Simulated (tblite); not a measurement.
C6H12OSSi.
Numbering: `[CH3:1][O:2][C@@H:3]1[C@@H:4]([SiH3:5])[C@@H:6]1[C:7]([CH3:8])=[S:9]` (hydrogens: H10, H11, H12 on C1; H13 on C3; H14 on C4; H15, H16, H17 on Si5; H18 on C6; H19, H20, H21 on C8)

Structure used (GFN2-xTB), in Å, numbered top down from 1:
```xyz
21
C6H12OSSi angstrom
C     -2.5232   -1.2888   -0.4426
O     -1.2281   -1.3600    0.1104
C     -0.7395   -0.1304    0.5107
C     -0.2421    0.8691   -0.4817
Si    -0.5077    2.7151   -0.2418
C      0.7528    0.1236    0.3898
C      1.6161   -0.9045   -0.1911
C      2.8034   -1.3013    0.6213
S      1.3253   -1.5867   -1.6403
H     -2.5445   -0.6487   -1.3311
H     -3.2418   -0.9026    0.2906
H     -2.7914   -2.3059   -0.7187
H     -1.2122    0.2497    1.4194
H     -0.2404    0.4961   -1.5017
H      0.6869    3.4315   -0.6854
H     -0.7347    2.9724    1.1830
H     -1.6826    3.1127   -1.0163
H      1.1940    0.6593    1.2238
H      2.4812   -1.6564    1.6006
H      3.4553   -0.4411    0.7792
H      3.3642   -2.0863    0.1215
```

Method: GFN2-xTB as coded in tblite; computed harmonic values from a numerical Hessian at the method's own geometry, unscaled. The method is semi-empirical: single wavenumbers can be off by several per cent or more. Modes of hydrogen on silicon can be 10 to 20 % off. One conformer, not necessarily the lowest.

Harmonic wavenumbers (cm⁻¹): 38.4, 56.1, 68.8, 101.5, 104.1, 106.1, 139.2, 174.9, 243.5, 250.7, 335.1, 377.4, 433.7, 462.2, 536.0, 547.0, 586.9, 749.1, 766.1, 776.9, 788.0, 816.0, 864.5, 934.2, 969.1, 985.8, 1015.3, 1019.6, 1039.8, 1084.6, 1113.8, 1131.2, 1160.1, 1177.0, 1201.6, 1258.2, 1302.4, 1325.7, 1379.6, 1396.1, 1409.6, 1459.4, 1463.3, 1464.6, 1483.2, 2252.9, 2279.7, 2285.3, 2906.2, 2912.0, 2933.8, 2986.5, 3001.6, 3014.3, 3020.5, 3036.8, 3055.4.

A = 1341, B = 847.8, C = 644.6 MHz; mass 160.038 u (most abundant isotopes); point group C1, symmetry number 1.

Q: What is the zero-point energy?

A: ½Σν̃ = 34891 cm⁻¹ = 417.38 kJ/mol.

Q: What is S at 298.15 K and 1 bar for an ideal gas of classical rigid rotors and harmonic oscillators?

A: Translation 172.15, rotation 127.45, vibration 170.82: S = 470.4 J/(mol K).

Q: And Cp and H(298.15 K) − H(0)?

A: Cp = 188.95 J/(mol K), of which vibrations give 155.69 (their classical limit is 57 R = 473.9); H(298.15 K) − H(0) = 35.19 kJ/mol without the zero-point energy, 25.27 from vibrations.

Q: How do the functions run with temperature in this model?

A: 
```
 T (K)  S (J/(mol K))  Cp (J/(mol K))  H − H(0) (kJ/mol)  G − H(0) (kJ/mol)  ln q(vib)
    50          263.6            70.7               2.44             -10.75       0.95
   100          322.3            99.5               6.75             -25.48       2.98
373.15          516.6           223.4              50.66            -142.10      12.87
   500          589.3           273.8              82.32            -212.31      16.97
   750          714.7           344.1             160.24            -375.76      24.53
  1000          820.3           389.4             252.32            -568.00      31.44
```

q(vib) and H(0) count from the zero-point level.

Q: Blend soft modes into free rotors: weight 1/[1 + (100 cm⁻¹/ν̃)⁴] for the oscillator and the rest for a rotor with moment μB/(μ + B), μ = h/(8π²ν), B = 10⁻⁴⁴ kg m². What vibrational entropy results?

A: 153.36 J/(mol K) in place of 170.82, which changes −T·S at 298.15 K by +5.20 kJ/mol.

Hindered rotation and anharmonicity are outside this model. Other conformers, if any are populated, would add a mixing term that is left out. The structure is chiral; the term R ln 2 for an equal mix with its mirror image is left out.
